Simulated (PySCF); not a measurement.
Job file and geometry (Å, from GFN2-xTB) of an NMR shielding run on `COCP([SiH3])C1CC1`, C5H13OPSi, GIAO PBE0/pcSseg-1 NMR shielding, non-relativistic, gas phase in PySCF 2.14.0, density-fitted response routines; density fitting, a coarse starting grid and PySCF grid level 2 are the driver's defaults:

```
$ OMP_NUM_THREADS=1 python probes_run.py task.json out

{"job": {"kind": "nmr", "xc": "PBE0", "basis": "pcSseg-1"}, "charge": 0, "multiplicity": 1}
C     -2.909893    -0.505304     0.730658
O     -1.621812    -0.025346     0.441054
C     -1.263353    -0.138623    -0.913062
P      0.402523     0.657007    -1.100702
Si    -0.022240     2.220606     0.460375
C      1.355877    -0.516884    -0.055112
C      2.266944    -1.514231    -0.714716
C      2.845951    -0.350816     0.020320
H     -3.066539    -0.355923     1.797535
H     -3.672612     0.045019     0.166180
H     -2.994969    -1.572321     0.491644
H     -1.983559     0.391362    -1.556158
H     -1.232398    -1.191176    -1.233505
H      1.067535     3.194948     0.325803
H     -1.288247     2.869559     0.115710
H     -0.041939     1.733291     1.838299
H      0.840395    -0.830516     0.846743
H      2.329908    -1.511906    -1.793310
H      2.350447    -2.497232    -0.273806
H      3.333288    -0.524458     0.968514
H      3.295773     0.439888    -0.562937
```

Question: What does the program print?

Answer: 
```
coarse grid: 17824 points
cycle   1  E = -903.6184087807  dE =  8.702e-01  |g| = 5.483e-01  |ddm| = 4.042e+00
cycle   2  E = -903.5592708251  dE =  5.914e-02  |g| = 7.908e-01  |ddm| = 1.199e+00
cycle   3  E = -903.6804510602  dE = -1.212e-01  |g| = 7.971e-02  |ddm| = 7.707e-01
cycle   4  E = -903.6814290647  dE = -9.780e-04  |g| = 3.365e-02  |ddm| = 8.590e-02
cycle   5  E = -903.6816896330  dE = -2.606e-04  |g| = 7.290e-03  |ddm| = 3.605e-02
cycle   6  E = -903.6817010826  dE = -1.145e-05  |g| = 2.523e-03  |ddm| = 1.057e-02
cycle   7  E = -903.6817027388  dE = -1.656e-06  |g| = 4.178e-04  |ddm| = 3.336e-03
final grid: 160936 points
cycle   8  E = -903.7402496428  dE = -3.824e-05  |g| = 1.168e-02  |ddm| = 3.288e-02
cycle   9  E = -903.7402285077  dE =  2.114e-05  |g| = 1.582e-02  |ddm| = 1.883e-02
cycle  10  E = -903.7402777823  dE = -4.927e-05  |g| = 1.400e-03  |ddm| = 1.124e-02
cycle  11  E = -903.7402782038  dE = -4.216e-07  |g| = 2.087e-04  |ddm| = 1.515e-03
cycle  12  E = -903.7402782121  dE = -8.233e-09  |g| = 8.241e-05  |ddm| = 3.385e-04
cycle  13  E = -903.7402782138  dE = -1.764e-09  |g| = 2.094e-05  |ddm| = 1.276e-04
cycle  14  E = -903.7402782139  dE = -9.459e-11  |g| = 6.256e-06  |ddm| = 2.215e-05
converged SCF energy = -903.7402782139

GIAO shielding tensors (ppm)
atom      isotropic    diamagn.    paramagn.     s11        s22        s33       span
  0 C      124.124     242.282    -118.158     92.614     94.628    185.132     92.518
  1 O      299.138     402.876    -103.738    252.121    312.166    333.128     81.006
  2 C      113.985     253.013    -139.028     83.264    101.430    157.263     73.999
  3 P      400.751     968.475    -567.724    335.774    390.107    476.372    140.597
  4 Si     429.875     880.796    -450.921    388.663    433.934    467.028     78.365
  5 C      180.388     250.527     -70.140    148.644    170.308    222.211     73.566
  6 C      177.240     254.231     -76.991    141.759    177.466    212.494     70.735
  7 C      182.161     255.056     -72.895    152.912    180.362    213.210     60.298
  8 H       27.836      29.081      -1.245     23.548     25.139     34.822     11.273
  9 H       28.407      28.393       0.014     24.251     25.920     35.052     10.801
 10 H       28.306      28.980      -0.674     24.077     25.763     35.078     11.001
 11 H       28.254      32.665      -4.412     23.888     27.477     33.396      9.508
 12 H       27.789      33.308      -5.519     23.539     27.619     32.210      8.671
 13 H       27.868      30.026      -2.158     24.044     25.748     33.812      9.768
 14 H       27.972      30.346      -2.374     24.088     26.119     33.708      9.620
 15 H       27.712      30.637      -2.925     24.602     26.426     32.109      7.507
 16 H       30.379      34.137      -3.758     22.081     30.348     38.709     16.628
 17 H       31.363      31.640      -0.276     25.473     28.609     40.009     14.536
 18 H       30.939      31.170      -0.231     25.039     26.435     41.343     16.304
 19 H       30.957      31.145      -0.188     25.260     26.248     41.363     16.103
 20 H       31.433      31.905      -0.472     25.451     28.804     40.043     14.592
```

Size and cost of the density-fitted run: 215 basis functions, 64 s wall time on 1 thread of an Arm Neoverse N1, shared host; peak memory 1 GiB.
